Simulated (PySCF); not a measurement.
H₄HfO₄ (SMILES [OH][Hf]([OH])([OH])[OH]), singlet, at a GFN2-xTB geometry (such geometries of metal compounds can be far from the true shape) (core potentials on Hf); DF-B3LYP/def2-SVP (PySCF).

Input for PySCF:
```python
from pyscf import gto, scf, dft

mol = gto.M(
    atom='''
Hf   -0.000000   -0.000000   -0.000000
O     1.790811   -0.221606   -0.501143
H     2.000409    0.325439   -1.267523
O     0.097378    0.186784    1.860883
H     1.016295    0.222529    2.152159
O    -0.593789    1.368909   -1.131707
H    -1.454297    1.150116   -1.508779
O    -1.294400   -1.334086   -0.228034
H    -1.562407   -1.698084    0.624143
''',
    basis='def2-svp',
    ecp={'Hf': 'def2-svp'},
    charge=0,
    spin=0,
    verbose=4,
)

mf = dft.RKS(mol)
mf.xc = 'b3lyp'
mf = mf.density_fit(auxbasis='def2-universal-jkfit')
mf.kernel()
```

It wrote (shortened):

```
PySCF version 2.14.0

[INPUT] verbose = 4
[INPUT] num. atoms = 9
[INPUT] num. electrons = 48
[INPUT] charge = 0
[INPUT] spin (= nelec alpha-beta = 2S) = 0
[INPUT] symmetry False subgroup None
[INPUT] Mole.unit = angstrom
[INPUT] Symbol           X                Y                Z      unit          X                Y                Z       unit  Magmom
[INPUT]  1 Hf     0.000000000000   0.000000000000   0.000000000000 AA    0.000000000000   0.000000000000   0.000000000000 Bohr   0.0
[INPUT]  2 O      1.790811000000  -0.221606000000  -0.501143000000 AA    3.384142330858  -0.418774647560  -0.947023019243 Bohr   0.0
[INPUT]  3 H      2.000409000000   0.325439000000  -1.267523000000 AA    3.780225147115   0.614990580252  -2.395271326587 Bohr   0.0
[INPUT]  4 O      0.097378000000   0.186784000000   1.860883000000 AA    0.184017750558   0.352970604451   3.516559219859 Bohr   0.0
[INPUT]  5 H      1.016295000000   0.222529000000   2.152159000000 AA    1.920519211765   0.420518864773   4.066991086518 Bohr   0.0
[INPUT]  6 O     -0.593789000000   1.368909000000  -1.131707000000 AA   -1.122098585779   2.586863099452  -2.138616283253 Bohr   0.0
[INPUT]  7 H     -1.454297000000   1.150116000000  -1.508779000000 AA   -2.748223033777   2.173404251480  -2.851179092495 Bohr   0.0
[INPUT]  8 O     -1.294400000000  -1.334086000000  -0.228034000000 AA   -2.446061495637  -2.521057166617  -0.430921807089 Bohr   0.0
[INPUT]  9 H     -1.562407000000  -1.698084000000   0.624143000000 AA   -2.952521325103  -3.208913696506   1.179459332564 Bohr   0.0

nuclear repulsion = 219.341995654456
number of shells = 48
number of NR pGTOs = 181
number of NR cGTOs = 108
basis = def2-svp
ecp = {'Hf': 'def2-svp'}

******** <class 'pyscf.df.df_jk.DFRKS'> ********
method = DFRKS
initial guess = minao
damping factor = 0
level_shift factor = 0
DIIS = <class 'pyscf.scf.diis.CDIIS'>
diis_start_cycle = 1
diis_space = 8
diis_damp = 0
SCF conv_tol = 1e-09
SCF conv_tol_grad = None
SCF max_cycles = 50
direct_scf = False
XC library pyscf.dft.libxc version 7.1.2
    S. Lehtola, C. Steigemann, M. J. T. Oliveira, and M. A. L. Marques,  SoftwareX 7, 1–5 (2018)
XC functionals = b3lyp
    P. J. Stephens, F. J. Devlin, C. F. Chabalowski, and M. J. Frisch,  J. Phys. Chem. 98, 11623 (1994)
radial grids:
    Treutler-Ahlrichs [JCP 102, 346 (1995); DOI:10.1063/1.469408] (M4) radial grids

becke partition: Becke, JCP 88, 2547 (1988); DOI:10.1063/1.454033
pruning grids: <function nwchem_prune>
grids dens level: 3
symmetrized grids: False
atomic radii adjust function: <function treutler_atomic_radii_adjust>
small_rho_cutoff = 0
Set gradient conv threshold to 3.16228e-05
Initial guess from minao.
tot grids = 119352
******** <class 'pyscf.df.df.DF'> ********
auxbasis = def2-universal-jkfit
init E= -338.736025243136
  HOMO = -0.634174044424251  LUMO = -0.332220999939748  gap/eV = 8.21656
cycle= 1 E= -350.866608929456  delta_E= -12.1  |g|= 1.49  |ddm|= 7.86
  HOMO = -0.107237604756348  LUMO = 0.0168105685772808  gap/eV = 3.37552
cycle= 2 E= -350.36546883621  delta_E= 0.501  |g|= 2.21  |ddm|= 3.16
  HOMO = -0.316373329164396  LUMO = -0.0279285422399624  gap/eV = 7.84898
cycle= 3 E= -351.290166337945  delta_E= -0.925  |g|= 0.301  |ddm|= 1.97
  HOMO = -0.316615573549913  LUMO = -0.0363379867147202  gap/eV = 7.62674
cycle= 4 E= -351.310464193224  delta_E= -0.0203  |g|= 0.0435  |ddm|= 0.35
  HOMO = -0.310220762760011  LUMO = -0.0317456822188795  gap/eV = 7.57769
cycle= 5 E= -351.310964657505  delta_E= -0.0005  |g|= 0.00262  |ddm|= 0.0534
  HOMO = -0.310646780064299  LUMO = -0.0319795325983065  gap/eV = 7.58292
cycle= 6 E= -351.310965856661  delta_E= -1.2e-06  |g|= 0.000521  |ddm|= 0.00216
  HOMO = -0.310706285489988  LUMO = -0.032001994604947  gap/eV = 7.58393
cycle= 7 E= -351.310965907364  delta_E= -5.07e-08  |g|= 3.56e-05  |ddm|= 0.000406
  HOMO = -0.310709043121443  LUMO = -0.0320020788633855  gap/eV = 7.58400
cycle= 8 E= -351.310965907586  delta_E= -2.22e-10  |g|= 2.41e-05  |ddm|= 5.93e-05
  HOMO = -0.310706515788487  LUMO = -0.0320020305045503  gap/eV = 7.58394
Extra cycle  E= -351.3109659073  delta_E= 2.86e-10  |g|= 4.57e-05  |ddm|= 4.65e-05
converged SCF energy = -351.3109659073
```
